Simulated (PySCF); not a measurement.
Relaxation of singlet NbOCl₃

Level of theory: PySCF, PBE, basis Nb def2-SVP with ECP28, O def2-SVP, Cl def2-SVP (scalar-relativistic core potentials, no spin–orbit coupling, density fitting). A (50,194) grid was used.

A hand-made square planar start, of C2v symmetry, held to at least that symmetry:

```xyz
5
charge 0 multiplicity 1, angstrom
Nb    0.0000   -0.2662    0.0000
O     0.0000   -2.0862    0.0000
Cl    2.4600   -0.2662    0.0000
Cl    0.0000    2.1938    0.0000
Cl   -2.4600   -0.2662    0.0000
```

Optimiser trace:
```
step  E − E(last) (kJ/mol)  largest gradient (Eh/bohr)
   0                 47.96                     0.08208
   1                  6.25                     0.01443
   2                  1.20                     0.00919
   3                  0.21                     0.00353
   4                  0.02                     0.00154
   5                  0.00                     0.00019
   6                  0.00                     0.00005
```

It ends at C2v with Nb–Cl 2.338 Å (×2), Nb–Cl 2.444 Å, Nb–O 1.709 Å; Cl–Nb–Cl 86.3° (×2), Cl–Nb–Cl 172.6°, Cl–Nb–O 93.7° (×2), Cl–Nb–O 180.0°. A frequency run shows 2 imaginary modes, down to 195i cm⁻¹, so it is a higher-order saddle point.
